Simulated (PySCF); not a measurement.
AlO (SMILES [O]=[Al]), doublet, at a GFN2-xTB geometry (such geometries of metal compounds can be far from the true shape), with bond 2-1 at 3.0 times its length; PySCF with PBE/cc-pVDZ.

PySCF was given this input:
```python
from pyscf import gto, scf, dft

mol = gto.M(
    atom='''
Al   -0.00000000   -0.00000000   -0.59815116
O     0.00000000    0.00000000    4.11228921
''',
    basis='cc-pvdz',
    spin=1,
    verbose=4,
)

mf = dft.UKS(mol)
mf.xc = 'pbe'
mf.kernel()
mo_i, mo_e, stable_i, stable_e = mf.stability(internal=True, external=False, return_status=True, nroots=6, tol=1e-6)
print('internally stable:', stable_i, ' externally stable:', stable_e)
if not stable_i:
    umf = mf.copy()
    umf.scf_summary = {}
    umf.kernel(umf.make_rdm1(mo_i, mf.mo_occ))
mf.analyze()
```

Output, abridged:

```
PySCF version 2.14.0

[INPUT] verbose = 4
[INPUT] num. atoms = 2
[INPUT] num. electrons = 21
[INPUT] charge = 0
[INPUT] spin (= nelec alpha-beta = 2S) = 1
[INPUT] symmetry False subgroup None
[INPUT] Mole.unit = angstrom
[INPUT] Symbol           X                Y                Z      unit          X                Y                Z       unit  Magmom
[...]
nuclear repulsion = 11.683499972993
number of shells = 10
number of NR pGTOs = 67
number of NR cGTOs = 32
basis = cc-pvdz
ecp = {}

******** <class 'pyscf.dft.uks.UKS'> ********
method = UKS
initial guess = minao
damping factor = 0
level_shift factor = 0
DIIS = <class 'pyscf.scf.diis.CDIIS'>
diis_start_cycle = 1
diis_space = 8
diis_damp = 0
SCF conv_tol = 1e-09
SCF conv_tol_grad = None
SCF max_cycles = 50
direct_scf = True
direct_scf_tol = 1e-13
number electrons alpha = 11  beta = 10
XC library pyscf.dft.libxc version 7.1.2
    S. Lehtola, C. Steigemann, M. J. T. Oliveira, and M. A. L. Marques,  SoftwareX 7, 1–5 (2018)
XC functionals = pbe
    J. P. Perdew, K. Burke, and M. Ernzerhof,  Phys. Rev. Lett. 77, 3865 (1996)
    J. P. Perdew, K. Burke, and M. Ernzerhof,  Phys. Rev. Lett. 78, 1396 (1997)
    J. P. Perdew, K. Burke, and M. Ernzerhof,  Phys. Rev. Lett. 77, 3865 (1996)
    J. P. Perdew, K. Burke, and M. Ernzerhof,  Phys. Rev. Lett. 78, 1396 (1997)
radial grids:
    Treutler-Ahlrichs [JCP 102, 346 (1995); DOI:10.1063/1.469408] (M4) radial grids

becke partition: Becke, JCP 88, 2547 (1988); DOI:10.1063/1.454033
pruning grids: <function nwchem_prune>
grids dens level: 3
symmetrized grids: False
atomic radii adjust function: <function treutler_atomic_radii_adjust>
small_rho_cutoff = 0
Set gradient conv threshold to 3.16228e-05
tot grids = 33264
init E= -317.109573448467

cycle= 1 E= -315.765672794379  delta_E= 1.34  |g|= 1.11  |ddm|= 0.868
cycle= 2 E= -299.178731011924  delta_E= 16.6  |g|= 1.18  |ddm|= 7.32
cycle= 3 E= -313.115570037045  delta_E= -13.9  |g|= 2.42  |ddm|= 7.24
cycle= 4 E= -314.825642105682  delta_E= -1.71  |g|= 1.82  |ddm|=  1.5

cycle= 5 E= -304.623637907936  delta_E= 10.2  |g|= 1.44  |ddm|= 2.92
cycle= 6 E= -304.626480278811  delta_E= -0.00284  |g|= 1.44  |ddm|= 0.00793
cycle= 7 E= -304.668696682055  delta_E= -0.0422  |g|= 1.43  |ddm|= 0.0646

cycle= 8 E= -304.657889517198  delta_E= 0.0108  |g|= 1.43  |ddm|= 0.0159

cycle= 9 E= -304.604440582788  delta_E= 0.0534  |g|= 1.43  |ddm|= 0.0739
cycle= 10 E= -310.097530872002  delta_E= -5.49  |g|= 2.49  |ddm|= 3.91
[...]
SCF not converged.
<class 'pyscf.dft.uks.UKS'> wavefunction has an internal instability
internally stable: False  externally stable: None
[...]
cycle= 50 E= -309.665441275228  delta_E= -0.0351  |g|= 2.49  |ddm|= 2.39
SCF not converged.
SCF energy = -309.665441275228 after 50 cycles  <S^2> = 0.75000139  2S+1 = 2.0000014
**** SCF Summaries ****
Total Energy =                        -309.601189957620136
Nuclear Repulsion Energy =              11.683499972992971
One-electron Energy =                 -472.315635863232103
Two-electron Energy =                  151.030945932618977
Two-electron Coulomb Energy =          180.529222926889190
DFT Exchange-Correlation Energy =      -29.498276994270213
**** MO energy ****
                             alpha | beta                alpha | beta
[...]
To work with the spin densities directly, `use mulliken_meta_spin()` only printing them here.

 ** Mulliken spin pop alpha/beta on meta-lowdin orthogonal AOs **
 ** Mulliken Spin Density (per AO)  **
spin_pop of  0 Al 1s        0.00000
spin_pop of  0 Al 2s        0.00001
spin_pop of  0 Al 3s        0.00022
spin_pop of  0 Al 4s        0.00064
spin_pop of  0 Al 2px       0.00000
spin_pop of  0 Al 2py       0.00000
spin_pop of  0 Al 2pz      -0.00000
spin_pop of  0 Al 3px      -0.00000
spin_pop of  0 Al 3py      -0.00000
spin_pop of  0 Al 3pz       0.00210
spin_pop of  0 Al 4px      -0.00000
spin_pop of  0 Al 4py      -0.00000
spin_pop of  0 Al 4pz       0.00218
spin_pop of  0 Al 3dxy      0.00000
spin_pop of  0 Al 3dyz      0.00000
spin_pop of  0 Al 3dz^2     0.00005
spin_pop of  0 Al 3dxz      0.00000
spin_pop of  0 Al 3dx2-y2    0.00000
spin_pop of  1 O 1s        0.00000
spin_pop of  1 O 2s        0.00290
spin_pop of  1 O 3s        0.05963
spin_pop of  1 O 2px       0.00009
spin_pop of  1 O 2py       0.00114
spin_pop of  1 O 2pz       0.11600
spin_pop of  1 O 3px       0.00032
spin_pop of  1 O 3py       0.00753
spin_pop of  1 O 3pz       0.80716
spin_pop of  1 O 3dxy     -0.00000
spin_pop of  1 O 3dyz     -0.00000
spin_pop of  1 O 3dz^2     0.00003
spin_pop of  1 O 3dxz     -0.00000
spin_pop of  1 O 3dx2-y2   -0.00000
 ** Mulliken Spin Density (per atom)  **
spin density of  0 Al =      0.00520
spin density of  1 O =      0.99480
 ** Mulliken pop alpha/beta on meta-lowdin orthogonal AOs **
 ** Mulliken pop       alpha | beta **
[...]
In total            11.00000 | 10.00000
 ** Mulliken atomic charges   ( Nelec_alpha | Nelec_beta ) **
charge of  0Al =      2.99421  (     5.00550      5.00029 )
charge of  1O =     -2.99421  (     5.99450      4.99971 )
Dipole moment(X, Y, Z, Debye): -0.03415, -0.13364, -69.24073
```

The run did not converge; its last values are not results.
